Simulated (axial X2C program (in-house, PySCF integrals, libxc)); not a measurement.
## Outer orbitals of WB at 2.082 Å, HF

All values were computed with an in-house all-electron X2C program for linear molecules (integrals from PySCF). Spin-free means the one-electron spin-free X2C Hamiltonian; two-component (2c) means X2C with spin–orbit coupling and atomic mean-field two-electron Coulomb and Gaunt terms, so the difference of the two also holds small scalar two-electron terms. Basis: W dyall-v3z [13s14p9d7f2g], B dyall-v3z [7s6p2d1f] (cores contracted in-house); Gaussian nuclei, density fitting, unrestricted open shells. Masses: W 183.951 u, B 11.009 u.

The distance is close to the 2c PBE0 minimum; the highest filled and lowest empty levels are listed.

Spin-free orbitals, state M_S = 5/2, Λ = 0 (beyond evenly filled blocks: σα, π+α, π-α, δ+α, δ-α) (Löwdin shares):

```json
{"symmetry": "σα", "occupied": "yes", "ε (eV)": "-15.29", "atomic character": "47% B s, 23% W d, 16% W s"}
{"symmetry": "σβ", "occupied": "yes", "ε (eV)": "-14.78", "atomic character": "60% B s, 14% W d, 12% W p"}
{"symmetry": "δ+α", "occupied": "yes", "ε (eV)": "-9.88", "atomic character": "99% W d"}
{"symmetry": "δ-α", "occupied": "yes", "ε (eV)": "-9.88", "atomic character": "99% W d"}
{"symmetry": "σα", "occupied": "yes", "ε (eV)": "-9.52", "atomic character": "60% W d, 30% W s, 5% B s"}
{"symmetry": "π-α", "occupied": "yes", "ε (eV)": "-9.42", "atomic character": "73% W d, 21% B p, 4% B d"}
{"symmetry": "π+α", "occupied": "yes", "ε (eV)": "-9.42", "atomic character": "73% W d, 21% B p, 4% B d"}
{"symmetry": "σβ", "occupied": "yes", "ε (eV)": "-9.22", "atomic character": "78% B p, 10% W d, 4% B s"}
{"symmetry": "σα", "occupied": "yes", "ε (eV)": "-6.92", "atomic character": "41% W p, 26% W s, 13% B p"}
{"symmetry": "π-α", "occupied": "no", "ε (eV)": "0.00", "atomic character": "72% W p, 17% B p, 10% W d"}
{"symmetry": "π+α", "occupied": "no", "ε (eV)": "0.00", "atomic character": "72% W p, 17% B p, 10% W d"}
{"symmetry": "σβ", "occupied": "no", "ε (eV)": "0.62", "atomic character": "79% W s, 14% W p, 6% W d"}
{"symmetry": "π+β", "occupied": "no", "ε (eV)": "0.76", "atomic character": "46% W p, 45% B p, 8% W d"}
{"symmetry": "π-β", "occupied": "no", "ε (eV)": "0.76", "atomic character": "46% W p, 45% B p, 8% W d"}
```

Spinors with spin–orbit coupling (state Ω = 5/2):

| ω | occupied | ε (eV) | atomic character | λ mixture |
| --- | --- | --- | --- | --- |
| 1/2 | yes | -15.29 | 47% B s, 23% W d, 16% W s | 100% σ |
| -1/2 | yes | -14.79 | 60% B s, 14% W d, 12% W p | 100% σ |
| -3/2 | yes | -10.22 | 99% W d | 99% δ, 1% π |
| -1/2 | yes | -9.60 | 66% W d, 26% B p, 3% B d | 88% π, 12% σ |
| 1/2 | yes | -9.55 | 60% W d, 29% W s, 5% B s | 99% σ, 1% π |
| 5/2 | yes | -9.54 | 99% W d | 100% δ |
| 3/2 | yes | -9.25 | 71% W d, 22% B p, 4% B d | 100% π |
| -1/2 | yes | -9.20 | 72% B p, 17% W d, 3% W s | 88% σ, 12% π |
| 1/2 | yes | -6.95 | 41% W p, 27% W s, 12% B p | 99% σ, 1% π |
| -1/2 | no | -0.09 | 72% W p, 17% B p, 11% W d | 100% π |
| 3/2 | no | 0.11 | 72% W p, 17% B p, 10% W d | 100% π |
| -1/2 | no | 0.63 | 78% W s, 14% W p, 6% W d | 100% σ |
| 1/2 | no | 0.71 | 45% B p, 45% W p, 8% W d | 94% π, 6% σ |

(1) How does the gap between the highest filled and lowest empty level change from the spin-free to the 2c table?

Mulliken charges and populations of the two-component result (they depend on the basis, above all on diffuse functions):

W -0.06 e (s 11.00 p 24.45 d 24.58 f 14.02), B 0.06 e (s 3.62 p 1.27 d 0.05). ⟨Lz⟩ = 0.02 ħ and ⟨Sz⟩ = 2.48 ħ (2.65 and -0.17 on the two atoms), which add up to Ω.

The state is one determinant with fixed occupations, lowest in a PBE0 search at one distance only: followed along the bond, the 2c determinant Ω = 7/2 reaches 0.16 eV lower at PBE0, at Re = 1.939 Å, so the state shown is not the lowest. With several unpaired electrons one determinant need not be a pure state. This is the top spin component of a Σ state; components of lower Ω are not single determinants and can lie lower. The determinant is spin-polarised beyond a pure state at some levels (its spin-free form has ⟨S²⟩ too high), which makes Re and μ there less reliable.

## Answers

(1) From 6.92 to 6.86 eV at HF, a change of -0.06 eV.
